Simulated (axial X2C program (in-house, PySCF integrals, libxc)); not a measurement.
How the levels of ONdO⁻ (f(δφ)2 s1 f(π)0 orbitals) move with the bond length

Calculated with an axial X2C code built on PySCF integrals: two-component X2C with atomic mean-field Coulomb and Gaunt terms, basis O dyall-v2z, Nd dyall-v2z (cores contracted in-house). Orbitals come from Hartree–Fock averaged over the configuration Nd f(δφ)2 s1 f(π)0; CI then distributes these electrons over the f(δφ), s, f(π) shells of Nd.

At O–Nd–O held linear, both bonds 1.800 Å:

```
   Ω  energy (cm⁻¹)     g∥                       configuration
 7/2              0   4.08                      100% f(δφ)2 s1
 9/2            189   8.08                      100% f(δφ)2 s1
11/2           2390  12.04                      100% f(δφ)2 s1
 9/2           2417   8.03                      100% f(δφ)2 s1
13/2           4519  16.00                      100% f(δφ)2 s1
11/2           4742  12.00                      100% f(δφ)2 s1
 1/2           5242   2.01                      100% f(δφ)2 s1
 3/2           6339   5.62                       99% f(δφ)2 s1
 1/2           6525   1.60                       99% f(δφ)2 s1
 1/2          10990   1.20                       96% f(δφ)2 s1
 3/2          11017   4.26                       96% f(δφ)2 s1
 1/2          11155   1.34                       96% f(δφ)2 s1
 5/2          11283   7.94  95% f(δφ)2 s1 + 5% f(δφ)1 s1 f(π)1
 3/2          11529   3.95                       95% f(δφ)2 s1
```

g∥ is the magnitude of 2⟨Lz + ge Sz⟩ for the +Ω component. The lowest 14 levels at most are listed.

At O–Nd–O held linear, both bonds 2.124 Å:

```
   Ω  energy (cm⁻¹)     g∥   configuration
 7/2              0   4.22   99% f(δφ)2 s1
 9/2            256   8.23   99% f(δφ)2 s1
11/2           2167  12.12  100% f(δφ)2 s1
 9/2           2269   8.12  100% f(δφ)2 s1
13/2           4303  16.00  100% f(δφ)2 s1
11/2           4697  12.00  100% f(δφ)2 s1
 1/2           4825   2.03  100% f(δφ)2 s1
 3/2           6460   5.37   99% f(δφ)2 s1
 1/2           6719   1.31   99% f(δφ)2 s1
 1/2          10801   1.97   96% f(δφ)2 s1
 3/2          11203   4.23   98% f(δφ)2 s1
 1/2          11282   0.51   97% f(δφ)2 s1
 5/2          11869   7.76   98% f(δφ)2 s1
 3/2          12198   3.76   98% f(δφ)2 s1
```

The lowest level lies 19601 cm⁻¹ above the lowest at the first distance.

How does the gap from the lowest to the fifth level change between the two distances?

From 4519 to 4303 cm⁻¹, a factor of 0.95.

Dynamic correlation is missing, so gaps between terms are too wide and other configurations may lie lower; the lowest level listed is that of this model, not necessarily the ground state. At most 6 roots were kept for each Ω > 0 (twice that for Ω = 0) within 3.5 eV of the lowest, so higher up levels can be missing between those listed; levels with Ω > 0 are doubly degenerate and listed once, Ω = 0 levels singly. States that fill the shells left empty in the average are placed too high. For an anion, levels above electron detachment are held by the basis set. The molecule was held linear; bending was not examined.
